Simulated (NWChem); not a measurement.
System: CH$_{4}$F$_{3}$NSi; SMILES N[SiH2]C(F)(F)F

The following NWChem deck was run.

```
start job
memory heap 200 mb stack 900 mb global 1100 mb
geometry units angstroms noautoz
  N     -0.607206     2.230468    -0.075876
  Si     0.632114     1.044657    -0.136130
  C      0.004302    -0.775921     0.081611
  F     -0.875104    -1.122434    -0.875287
  F      1.014993    -1.659206     0.026256
  F     -0.613799    -0.957381     1.262321
  H     -1.041861     2.483274     0.803977
  H     -1.244748     2.355030    -0.853652
  H      1.286127     1.070891    -1.472845
  H      1.588382     1.261092     0.983615
end
basis spherical
  * library 6-31+g*
end
dft
  xc xtpss03 ctpss03
  iterations 150
  mulliken
end
task dft energy
```

Parts of the log:

```
             Northwest Computational Chemistry Package (NWChem) 7.3.0
             --------------------------------------------------------

 CS  symmetry detected

                             Geometry "geometry" -> ""
                             -------------------------

 Output coordinates in angstroms (scale by  1.889725989 to convert to a.u.)

  No.       Tag          Charge          X              Y              Z
 ---- ---------------- ---------- -------------- -------------- --------------
    1 N                    7.0000    -0.55831644     2.26513117     0.00000000
    2 Si                  14.0000     0.65316032     1.04939420     0.00000000
    3 C                    6.0000    -0.03575279    -0.76208641     0.00000000
    4 F                    9.0000    -0.79809874    -1.01042514    -1.07991778
    5 F                    9.0000     0.95480120    -1.66958601     0.00000000
    6 F                    9.0000    -0.79809874    -1.01042514     1.07991778
    7 H                    1.0000    -1.09243034     2.46595572     0.83745795
    8 H                    1.0000    -1.09243034     2.46595572    -0.83745795
    9 H                    1.0000     1.46795731     1.15354830    -1.24114157
   10 H                    1.0000     1.46795731     1.15354830     1.24114157

 Effective nuclear repulsion energy (a.u.)     331.1295429284

      Symmetry information
      --------------------

 Group name             Cs
 Group number              2
 Group order               2
 No. of unique centers     7

                                 NWChem DFT Module
                                 -----------------

 Summary of "ao basis" -> "ao basis" (spherical)
 ------------------------------------------------------------------------------
       Tag                 Description            Shells   Functions and Types
 ---------------- ------------------------------  ------  ---------------------
 N                          6-31+g*                  8       18   4s3p1d
 Si                         6-31+g*                 10       22   5s4p1d
 C                          6-31+g*                  8       18   4s3p1d
 F                          6-31+g*                  8       18   4s3p1d
 H                          6-31+g*                  2        2   2s

      Symmetry analysis of basis
      --------------------------

        a'         77
        a"         43

            General Information
            -------------------
          SCF calculation type: DFT
          Wavefunction type:  closed shell.
          No. of atoms     :    10
          No. of electrons :    58
           Alpha electrons :    29
            Beta electrons :    29
          Charge           :     0
          Spin multiplicity:     1
          Use of symmetry is: on ; symmetry adaption is: on
          Maximum number of iterations: 150
          AO basis - number of functions:   120
                     number of shells:    58
          Convergence on energy requested:  1.00D-06
          Convergence on density requested:  1.00D-05
          Convergence on gradient requested:  5.00D-04

              XC Information
              --------------
                  TPSS metaGGA Exchange Functional  1.000
             TPSS03 metaGGA Correlation Functional  1.000

             Grid Information
             ----------------
          Grid used for XC integration:  medium
          Radial quadrature: Mura-Knowles
          Angular quadrature: Lebedev.
          Tag              B.-S. Rad. Rad. Pts. Rad. Cut. Ang. Pts.
          ---              ---------- --------- --------- ---------
          N                   0.65       49          12.0       434
          Si                  1.10       88          11.0       590
          C                   0.70       49          12.0       434
          F                   0.50       49          13.0       434
          H                   0.35       45          12.0       434
          Grid pruning is: on
          Number of quadrature shells:   374
          Spatial weights used:  Erf1

      Superposition of Atomic Density Guess
      -------------------------------------

 Sum of atomic energies:        -680.90460942

      Non-variational initial energy
      ------------------------------

 Total energy =    -682.919733
 1-e energy   =   -1603.483842
 2-e energy   =     589.434566
 HOMO         =      -0.311156
 LUMO         =       0.017718

      Symmetry analysis of molecular orbitals - initial
      -------------------------------------------------

  Numbering of irreducible representations:

     1 a'          2 a"

  Orbital symmetries:

     1 a'          2 a'          3 a'          4 a"          5 a'
     6 a'          7 a'          8 a'          9 a"         10 a'
    11 a'         12 a'         13 a"         14 a'         15 a'
    16 a'         17 a"         18 a'         19 a'         20 a"
    21 a'         22 a"         23 a'         24 a"         25 a"
    26 a'         27 a"         28 a'         29 a'         30 a'
    31 a'         32 a'         33 a"         34 a'         35 a"
    36 a'         37 a'         38 a'         39 a"

     ---------------------------------------------
      Total Density - Mulliken Population Analysis
     ---------------------------------------------

    Atom       Charge   Shell Charges
 -----------   ------   -------------------------------------------------------
    1 N    7     8.38   2.00  0.82  2.69  0.84  1.88  0.02  0.14  0.01
    2 Si  14    13.25   2.00  2.00  5.97  0.95  1.62  0.23  0.26  0.02  0.03  0.17
    3 C    6     4.88   2.00  0.64  1.21  0.41  0.31  0.15  0.04  0.12
    4 F    9     9.46   2.00  0.95  3.42  1.02  2.04 -0.06  0.08  0.01
    5 F    9     9.46   2.00  0.95  3.42  1.02  2.03 -0.06  0.08  0.01
    6 F    9     9.46   2.00  0.95  3.42  1.02  2.04 -0.06  0.08  0.01
    7 H    1     0.51   0.41  0.10
    8 H    1     0.51   0.41  0.10
    9 H    1     1.06   0.47  0.58
   10 H    1     1.06   0.47  0.58

   convergence    iter        energy       DeltaE   RMS-Dens  Diis-err
 ---------------- ----- ----------------- --------- --------- ---------
 d= 0,ls=0.0,diis     1   -684.1812297379 -1.02D+03  1.68D-02  1.56D+00
 d= 0,ls=0.0,diis     2   -683.8480127494  3.33D-01  1.05D-02  5.68D+00
 d= 0,ls=0.0,diis     3   -684.3612565379 -5.13D-01  1.30D-03  1.82D-02
 d= 0,ls=0.0,diis     4   -684.3618558103 -5.99D-04  6.40D-04  1.14D-02
 d= 0,ls=0.0,diis     5   -684.3629638860 -1.11D-03  1.67D-04  9.45D-04
  Resetting Diis
 d= 0,ls=0.0,diis     6   -684.3630498697 -8.60D-05  6.66D-05  7.04D-05
 d= 0,ls=0.0,diis     7   -684.3630577103 -7.84D-06  1.65D-05  1.52D-06
 d= 0,ls=0.0,diis     8   -684.3630574014  3.09D-07  9.62D-06  5.08D-06

         Total DFT energy =     -684.363057401401
      One electron energy =    -1605.992340141470
           Coulomb energy =      656.729063208950
    Exchange-Corr. energy =      -66.229323397312
 Nuclear repulsion energy =      331.129542928431

 Numeric. integr. density =       57.999985222519

                  Occupations of the irreducible representations
                  ----------------------------------------------

                     irrep           alpha         beta
                     --------     --------     --------
                     a'               20.0         20.0
                     a"                9.0          9.0

                       DFT Final Molecular Orbital Analysis
                       ------------------------------------

 Vector   27  Occ=2.000000D+00  E=-3.343002D-01  Symmetry=a"
              MO Center=  1.0D+00,  9.8D-01, -1.7D-14, r^2= 2.8D+00
   Bfn.  Coefficient  Atom+Function         Bfn.  Coefficient  Atom+Function
  ----- ------------  ---------------      ----- ------------  ---------------
    27      0.401681   2 Si pz              118     -0.264312   9 H  s
   120      0.264312  10 H  s               117     -0.236062   9 H  s
   119      0.236062  10 H  s                23     -0.162581   2 Si pz
    62      0.108057   4 F  py               98     -0.108057   6 F  py
     5     -0.088380   1 N  pz               39     -0.081665   2 Si d  1

 Vector   28  Occ=2.000000D+00  E=-3.059467D-01  Symmetry=a'
              MO Center= -2.4D-02,  1.6D-01, -1.7D-15, r^2= 3.6D+00
   Bfn.  Coefficient  Atom+Function         Bfn.  Coefficient  Atom+Function
  ----- ------------  ---------------      ----- ------------  ---------------
    26      0.274728   2 Si py               62      0.260259   4 F  py
    98      0.260259   6 F  py               46     -0.248352   3 C  s
    44     -0.234711   3 C  py               25      0.221199   2 Si px
    80      0.215020   5 F  py                4      0.181672   1 N  py
    66      0.167910   4 F  py              102      0.167910   6 F  py

 Vector   29  Occ=2.000000D+00  E=-2.431218D-01  Symmetry=a'
              MO Center= -3.0D-01,  1.7D+00, -2.3D-15, r^2= 2.8D+00
   Bfn.  Coefficient  Atom+Function         Bfn.  Coefficient  Atom+Function
  ----- ------------  ---------------      ----- ------------  ---------------
     4      0.424428   1 N  py                8      0.333431   1 N  py
     3      0.289916   1 N  px               46      0.244463   3 C  s
     7      0.234740   1 N  px               44      0.200226   3 C  py
    50      0.173189   3 C  s                10     -0.159208   1 N  s
    80     -0.143123   5 F  py               12      0.134548   1 N  py

[...]
```

Level: TPSS/6-31+G* (spherical d). The geometry was optimised at PBE0/def2-SVP.
